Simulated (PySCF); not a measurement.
# RbS⁺ at PBE0

Computed with PBE0; basis Rb def2-SVPD with ECP28, S def2-SVPD; scalar-relativistic core potentials; PySCF 2.14.

```json
{
  "state": "³Σ⁻ (triplet), unpaired electrons π ↑↑",
  "bond length": "3.546 Å",
  "harmonic wavenumber": "90.7 cm⁻¹",
  "force constant": "0.113 mdyn/Å",
  "rotational constant Be": "0.05772 cm⁻¹",
  "anharmonicity ωexe": "1.00 cm⁻¹",
  "vibration–rotation constant αe": "0.000734 cm⁻¹",
  "well depth De to Rb⁺ + S": "0.29 eV",
  "dissociation energy D0": "0.29 eV",
  "bond order (Mayer)": "0.04",
  "dipole moment (positive dipole points towards S; it is taken about the centre of mass and depends on that origin)": "-3.30 D"
}
```

The bond is weak. Basis-set superposition, not corrected here, can be much of De in a small basis, most of all at correlated wavefunction levels. Spin–orbit coupling is left out. For an ion De counts to the pair picked by the measured ionisation energies or electron affinities, which need not be the lowest pair at this level. The state is the lowest determinant that a PBE0 search found; another state may lie lower at other levels.
